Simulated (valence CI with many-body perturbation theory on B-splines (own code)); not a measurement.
# Re²⁶⁺: electric-dipole lines

Method: relativistic CI+MBPT: three valence electrons over a frozen Dirac-Fock core [Kr] 4d10, a basis of 8 s, 8 p, 9 d, 9 f, 6 g, 3 h, 2 i functions for each j, with the one-electron correlation potential Σ1 (screened to all orders), the two-electron term Σ2, the three-electron term Σ3, Breit, model QED; selected single and double excitations, second order for the rest (own B-spline code, finite nucleus).

No measured spectrum was set against this ion. As an estimate, large intervals hold to a few tenths of a per cent, small ones and those within an open d or f shell to about a per cent. Core correlation moves these levels by up to 49000 cm⁻¹, and in measured spectra 5 to 20 % of such shifts remained as error; rates that hang on mixing are uncertain with them.

Lines 151 to 186 of 186 in falling wavelength, among levels below 1146900 cm⁻¹, chosen from the strongest by gf and those to the six lowest levels. Wavelengths and rates use the calculated energies. Electric multipoles are in the length gauge, E1 and E2 with the static RPA response of the core. Weak lines are less certain than strong ones. Lines between different terms over intervals too small for the method are left out, as are lines whose strength nearly cancels. Where a level lies close to another of its J and parity, the split of strength between their lines is uncertain. The highest levels of a list are the least certain.

Names give the largest LS component (configuration and term), which can be under half, so a name can repeat, a term be missing and a line seem to break the LS rules; names also repeat where a configuration has a term twice. Letters in brackets count levels of one name in rising energy.

```
λ vac (nm)           Upper            Lower   A (s⁻¹)  log gf  Branch %
     9.682   4f2.5s 2D_3/2      4f3 4F°_5/2  1.15e+05   -6.19       7.6
     9.677   4f2.5s 4P_5/2  4f3 2D°_3/2 [a]  4.22e+05   -5.45      16.8
     9.666   4f2.5s 2G_9/2  4f3 2H°_9/2 [a]  2.39e+04   -6.48       2.6
     9.663  4f2.5s 4H_13/2     4f3 4I°_11/2  1.71e+03   -7.47       0.6
     9.651   4f2.5s 2F_7/2      4f3 4F°_5/2  2.81e+03   -7.50       0.2
     9.648  4f2.5s 4H_11/2      4f3 4I°_9/2  1.18e+03   -7.71       0.3
     9.630   4f2.5s 4P_3/2      4f3 4S°_3/2  1.53e+06   -5.07      61.5
     9.614   4f2.5s 2H_9/2      4f3 4I°_9/2  1.36e+03   -7.73       0.2
     9.611   4f2.5s 2F_7/2  4f3 2H°_9/2 [a]  1.74e+05   -5.71      14.9
     9.571   4f2.5s 4P_3/2      4f3 4F°_5/2  9.90e+04   -6.26       4.0
     9.570  4f2.5s 2H_11/2     4f3 4I°_11/2  4.02e+03   -7.18       0.3
     9.560   4f2.5s 2D_5/2      4f3 4F°_3/2  1.32e+05   -5.96       7.7
     9.557   4f2.5s 4P_1/2      4f3 4F°_3/2  4.86e+05   -5.88      26.0
     9.555   4f2.5s 2P_1/2      4f3 4S°_3/2  1.17e+05   -6.49       2.8
     9.547   4f2.5s 4F_7/2      4f3 4I°_9/2  3.28e+04   -6.45       3.4
     9.525   4f2.5s 4F_9/2      4f3 4I°_9/2  3.94e+04   -6.27       4.9
     9.479   4f2.5s 2G_7/2      4f3 4I°_9/2  1.87e+05   -5.70      18.7
     9.472  4f2.5s 2I_11/2  4f3 2H°_9/2 [a]  7.13e+03   -6.94       0.4
     9.443   4f2.5s 2G_9/2     4f3 4I°_11/2  1.29e+04   -6.76       1.4
     9.434   4f2.5s 4P_3/2      4f3 4F°_3/2  1.19e+05   -6.20       4.8
     9.434   4f2.5s 4P_5/2      4f3 4S°_3/2  5.64e+05   -5.35      22.4
     9.429  4f2.5s 2I_13/2     4f3 4I°_13/2  8.93e+04   -5.78       5.5
     9.421  4f2.5s 2I_11/2     4f3 4I°_13/2  5.37e+04   -6.07       2.7
     9.383   4f2.5s 2P_3/2      4f3 4G°_5/2  5.21e+04   -6.56       1.3
     9.378   4f2.5s 4P_5/2      4f3 4F°_5/2  1.91e+04   -6.82       0.8
     9.368   4f2.5s 2P_3/2      4f3 4S°_3/2  1.08e+05   -6.24       2.8
     9.367  4f2.5s 2H_11/2      4f3 4I°_9/2  8.32e+03   -6.88       0.7
     9.362   4f2.5s 2P_1/2      4f3 4F°_3/2  1.36e+06   -5.45      32.6
     9.313   4f2.5s 2P_3/2      4f3 4F°_5/2  3.97e+05   -5.69      10.2
     9.266  4f2.5s 2I_13/2     4f3 4I°_11/2  1.43e+04   -6.59       0.9
     9.258  4f2.5s 2I_11/2     4f3 4I°_11/2  7.88e+03   -6.92       0.4
     9.247   4f2.5s 4P_5/2      4f3 4F°_3/2  2.07e+03   -7.80       0.1
     9.245   4f2.5s 2G_9/2      4f3 4I°_9/2  6.07e+03   -7.11       0.7
     9.194   4f2.5s 2F_7/2      4f3 4I°_9/2  8.63e+03   -7.06       0.7
     9.183   4f2.5s 2P_3/2      4f3 4F°_3/2  1.74e+03   -8.06       0.0
     9.068  4f2.5s 2I_11/2      4f3 4I°_9/2  1.01e+04   -6.82       0.5
```
